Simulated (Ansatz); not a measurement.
Input file for Ansatz (a quantum-chemistry and plane-wave program): U-MP2/aug-cc-pVTZ on BHN (SMILES B=[N]), 2S+1 = 2, atoms moved off the minimum.

Ansatz 0.2 input:
```yaml
crystal:
  periodic: [false, false, false]
  atoms:
    - {symbol: B, position_ang: [-0.01135770, -0.04986355, -0.70202229]}
    - {symbol: N, position_ang: [-0.14157986, -0.00255968, 0.59090624]}
    - {symbol: H, position_ang: [-0.03642686, 0.07621252, -1.75812685]}
basis:
  gaussian:
    orbitals: aug-cc-pVTZ
magnetization: {spin_polarized: true, initial_magnetization: 1}
correlation: {method: mp2, electrons: outside_noble_gas}
scf: {omitted_lower_state_checks: [cluster_reference]}
output: {forces: true}
```

Output:

```
WARN ansatz: RAYON_NUM_THREADS=1 ignored (pool sized by the plan → 1); use --threads N
Functional definition: HF
these checks for a lower state are left out or cut short: cluster_reference
integrals: 0.07 GiB planned
675 factors; integrals over basis functions are off by at most 1.1e-3 eV
mean field: 0.22 GiB planned
mean field evaluation 1: about -2165.6153 eV, gradient 1.9e1 eV
mean field evaluation 2: about -2165.6167 eV, gradient 1.9e1 eV
mean field evaluation 4: about -2167.4386 eV, gradient 1.9e0 eV
mean field evaluation 8: about -2167.4774 eV, gradient 2.5e-1 eV
mean field evaluation 16: about -2167.4834 eV, gradient 2.6e-5 eV
mean field evaluation 32: about -2167.4801 eV, gradient 1.5e-1 eV
mean field evaluation 64: about -2167.4828 eV, gradient 8.7e-2 eV
mean field evaluation 96: about -2167.2171 eV, gradient 2.0e0 eV
mean field evaluation 128: about -2167.4819 eV, gradient 9.3e-4 eV
mean field -2167.48335625 eV, -79.6535441692 hartree, gradient 2.8e-6 eV, S^2 0.777503; 12 other end points of the search recorded, 0 dependent functions left out
2 core orbitals not correlated
reference -2167.48335625 eV, -79.6535441692 hartree; 5, 4 occupied and 108, 109 virtual orbitals, 675 factors
densities: 0.27 GiB planned
second order -6.84909455 eV of doubles, -0.00000000 eV of singles
the calculation of the forces begins
Total energy: -2174.33245081 eV, -79.9052437516 hartree
Atom 0 at    -0.011358    -0.049864    -0.702022 Å, force    -0.216182    -0.038417     3.451137 eV/Å
Atom 1 at    -0.141580    -0.002560     0.590906 Å, force     0.118794    -0.179365     0.340227 eV/Å
Atom 2 at    -0.036427     0.076213    -1.758127 Å, force     0.097387     0.217782    -3.791363 eV/Å
Dipole moment:     0.079124    -0.043959    -0.615826 e Å
Checks for a lower state left out: cluster_reference
```

The calculation finished and met its thresholds.

Cost: roughly 16 core-seconds.
